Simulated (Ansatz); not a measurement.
C2H2 (SMILES C#C): geometry of the low-spin state from B3LYP-D3(BJ)/def2-TZVP.
(charge 0, multiplicity 1):
```tsv
atom	x (Å)	y (Å)	z (Å)
C	0.0000	0.0000	-0.5984
C	0.0000	0.0000	0.5984
H	0.0000	0.0000	-1.6611
H	0.0000	0.0000	1.6611
```
The high-spin state stands at its own minimum; R- takes a restricted low-spin state.

The values were computed with Ansatz (Gaussian basis) for Hartree–Fock, density functionals and correlated methods. Each number belongs to the level named beside it.

The gap E(multiplicity 1) − E(multiplicity 3) (kcal/mol) and the share of exact exchange:

| functional | exact exchange (%) | value |
|---|---|---|
| R-PBE/def2-TZVPP | 0 | -85.97 |
| R-PBE0/def2-TZVPP | 25 | -83.53 |
| R-B3LYP/def2-TZVPP | 20 | -86.74 |
| R-BHLYP/def2-TZVPP | 50 | -83.15 |
| R-r2SCAN/def2-TZVPP | 0 | -79.75 |

Task: Take the value as linear in the share of exact exchange along PBE and PBE0. Give the slope, say whether the sign turns, and set the other functionals against that line.

Result: 
Slope: (-83.53 − (-85.97))/2.5 = 0.97 kcal/mol for each 10 %. The line keeps its sign from 0 to 100 %. At 50 % it gives -81.1 kcal/mol. From B3LYP to BHLYP the slope is (-83.15 − (-86.74))/3 = 1.20 for each 10 %. BHLYP, at 50 %, lies -2.1 from the PBE line. B3LYP, at 20 %, lies -2.7 from the PBE line. r2SCAN, with none, stands 6.2 from PBE.

Ansatz is a quantum-chemistry and plane-wave program.
